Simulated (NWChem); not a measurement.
Species: C₂H₆OSe; SMILES C([Se]O)C

```xyz
10

Se    -0.3709    -0.6597     0.0778
C     -0.4839     1.2249    -0.5125
C      0.3652     2.1815     0.3161
H     -1.5540     1.4564    -0.4426
H     -0.2035     1.2457    -1.5689
H      1.4190     1.8860     0.2802
H      0.0457     2.1962     1.3633
H      0.2928     3.2021    -0.0811
O      1.4341    -0.9085    -0.2085
H      1.8511    -0.7262     0.6501
```
Atoms are numbered in this order, from 1.

All runs: NWChem. All runs use the structure optimised with B3LYP/6-31G* (spherical d).

For level BLYP/def2-TZVP:

- highest occupied level (eV) = -5.02
- orbital gap (eV) = 3.14
- dipole (D) = 2.04

### Question
Estimate the same quantities for level TPSSh/def2-TZVP.

### Answer
* **highest occupied level (eV)**: -5.74
* **orbital gap (eV)**: 4.31
* **dipole (D)**: 2.14
